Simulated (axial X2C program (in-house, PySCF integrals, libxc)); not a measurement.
## SnF: properties at the nuclei

Computed with an axial X2C code built on PySCF integrals: two-component X2C with atomic mean-field Coulomb and Gaunt terms, Gaussian nuclei, basis Sn dyall-cv3z, F dyall-av3z with contracted cores.

R = 1.955 Å (near the PBE0 minimum at charge 0 of the determinant lowest at the starting distance; the state shown can have its own minimum elsewhere).

Input and command:
```json
{"zs": [50, 9], "q": 0, "bas": ["dyall-cv3z", "dyall-av3z"], "r0": 2.04, "levels": ["PBE0", "HF", "PBE50", "B3LYP", "LDA"], "nst": 3}
```
```bash
python soeom.py task.json out
```

Keys: zs atomic numbers; q charge; bas basis sets; r0 starting distance in Å; levels methods; nst determinants followed.

Determinant lowest in the PBE0 search, Ω = 1/2 (⟨Sz⟩ = -0.50, ⟨Lz⟩ = 1.00 at PBE0), spin on the atoms Sn -0.50, F 0.01:

```json
{"level": "PBE0", "Eeff magnitude (GV/cm)": "0.492", "Ws magnitude Sn (kHz)": "0.421", "A∥/gI Sn (MHz)": "2730", "qzz Sn (a.u.)": "-0.78", "A∥/gI F (MHz)": "92.7", "qzz F (a.u.)": "0.92", "μ (D)": "-2.72"}
{"level": "HF", "Eeff magnitude (GV/cm)": "0.548", "Ws magnitude Sn (kHz)": "0.755", "A∥/gI Sn (MHz)": "2500", "qzz Sn (a.u.)": "-0.94", "A∥/gI F (MHz)": "47.9", "qzz F (a.u.)": "0.90", "μ (D)": "-2.94"}
{"level": "PBE50", "Eeff magnitude (GV/cm)": "0.335", "Ws magnitude Sn (kHz)": "0.248", "A∥/gI Sn (MHz)": "2710", "qzz Sn (a.u.)": "-0.78", "A∥/gI F (MHz)": "75.9", "qzz F (a.u.)": "0.95", "μ (D)": "-2.85"}
{"level": "B3LYP", "Eeff magnitude (GV/cm)": "0.875", "Ws magnitude Sn (kHz)": "0.855", "A∥/gI Sn (MHz)": "2620", "qzz Sn (a.u.)": "-0.69", "A∥/gI F (MHz)": "94.6", "qzz F (a.u.)": "0.88", "μ (D)": "-2.78"}
{"level": "LDA", "Eeff magnitude (GV/cm)": "1.01", "Ws magnitude Sn (kHz)": "1.01", "A∥/gI Sn (MHz)": "2760", "qzz Sn (a.u.)": "-0.66", "A∥/gI F (MHz)": "119", "qzz F (a.u.)": "0.87", "μ (D)": "-2.59"}
```

Determinant 0.30 eV from it at PBE0 and this distance, Ω = 3/2 (⟨Sz⟩ = 0.50, ⟨Lz⟩ = 1.00 at PBE0), spin on the atoms Sn 0.51, F -0.01:

```csv
level,Eeff magnitude (GV/cm),Ws magnitude Sn (kHz),A∥/gI Sn (MHz),qzz Sn (a.u.),A∥/gI F (MHz),qzz F (a.u.),μ (D)
PBE0,1.25,0.517,258,-1.30,25.4,0.92,-2.64
HF,4.25,1.68,258,-1.48,25.5,0.92,-2.86
PBE50,1.78,0.724,275,-1.32,24.1,0.95,-2.77
B3LYP,0.814,0.354,320,-1.21,25.4,0.88,-2.70
LDA,0.513,0.231,300,-1.18,27,0.87,-2.50
```

Eeff is the effective electric field on the electron electric dipole moment in this Ω state and Ws the scalar–pseudoscalar constant of the nucleus named (defined with the proton number Z and per Ω); A∥ (defined per Ω) follows by multiplying with gI = μI/(I μN); qzz is the electric field gradient, eQq0 = 234.96 MHz × Q/barn × qzz; μ is positive if the F end (last atom) is positive. The operators were transformed with the bare-nucleus X2C matrices; with these basis sets, hyperfine constants and field gradients can be off by tens of per cent, and where levels differ in sign neither size nor sign is settled.

**Question.** With gI(119Sn) = -2.0946 (g factors from the IAEA table of nuclear moments by Stone), turn the PBE0 values of the first state into constants in MHz.

**Answer.** A∥(119Sn) = 2730 × -2.0946 = -5720 MHz.

Each state is one determinant with collinear spin. Unrestricted Hartree–Fock can overshoot spin polarisation at the nuclei. In the state Ω = 1/2 the sign of Eeff differs between levels (HF against PBE0). Where Eeff spreads by more than a factor of two the levels disagree and none is to be relied on. The search compared states at one distance, so a state with another bond length can lie lower. The sign of Ws at Sn differs between levels in the first state. Where a field gradient or hyperfine factor spreads by more than a factor of two over the levels, a constant derived from it is not to be relied on. PBE0 term energies can be off by some tenths of an eV.
